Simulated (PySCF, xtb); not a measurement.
C₂H₆Te, SMILES CC[TeH].

GFN2-xTB in xtb at its own geometry gives an orbital gap of 4.26 eV and a dipole moment of 1.04 D.

The structure is a stationary point at B3LYP-D3(BJ)/def2-SVP. The def2 effective core potentials stand for the cores of Te; spin–orbit coupling is left out.

Task: What does PBE0/def2-TZVPD (PySCF) give? (An estimate is asked for; the answer gives what the named calculation found.)

Result: gap 5.26 eV (levels -6.08 and -0.82 eV), dipole 1.40 D.
